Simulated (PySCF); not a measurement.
SMILES C[C](C)(C)[Ge]([OH])([OH])[OH] at its GFN2-xTB optimised geometry (Å):

```
20

C      1.2056    -1.4085    -0.0137
C      0.7179     0.0334     0.0000
C      1.2057     0.7662    -1.2418
C      1.2057     0.7424     1.2555
Ge    -1.3302     0.0334     0.0000
O     -2.0239    -0.7763     1.4025
O     -2.0231    -0.7767    -1.4027
O     -2.0237     1.6530     0.0000
H      0.8098    -1.9548     0.8407
H      0.8857    -1.9117    -0.9241
H      2.2939    -1.4353     0.0313
H      0.8859     1.8063    -1.2226
H      2.2941     0.7406    -1.2875
H      0.8099     0.2993    -2.1421
H      2.2940     0.7946     1.2563
H      0.8857     0.2057     2.1466
H      0.8100     1.7556     1.3014
H     -2.2920    -0.1774     2.0960
H     -2.2941    -1.6757    -1.2297
H     -2.2905     1.9548    -0.8656
```

Computed with PySCF with CAM-B3LYP/def2-SVP. Cells within 0.4 Å of a nucleus heavier than hydrogen are left out (blank, or x).

Map of the electrostatic potential (hartree/e), clipped to [-0.08, 0.12] on the plane z = 1.5 Å:

```
|3333333333333333333333333333333|
|3333333333333333333333333333333|
|3333333323333333333333333333333|
|3333322222223333333333333333333|
|3333222222223333344443333333333|
|3332222222222333444444333333333|
|3322221111222334455544333333333|
|3322211111122334699754433444444|
|3322211111223346999964444444444|
|3322221112233446999996544444444|
|3332222233444456999999876544444|
|3333333345555556999999999654444|
|3333334566777667999x99999854444|
|3333445788988767999x99999854444|
|3333457999998767999999999654444|
|3333459999998766899999765544444|
|3333359999996555679986544444444|
|33222599xx994444556655444444444|
|32221399xx973344455554444444444|
|3221117999931234455544444444444|
|3221001598311234567654444444444|
|3221100000001234699754444444444|
|3222110000012234699754444444444|
|3322211111122334577644433344444|
|3332222212222334455544333333333|
|3333222222223333444443333333333|
|3333333223333333444443333333333|
|3333333333333333333333333333333|
|3333333333333333333333333333333|
|3333333333333333333333333333333|
|3333333333333333333333333333333|
```
Scale: ten equal steps from -0.075 (start of '0') to 0.120 (end of '9'), in the order '0123456789'; x runs from -4.50 to 4.50, y from -4.50 (bottom) to 4.50 (top).
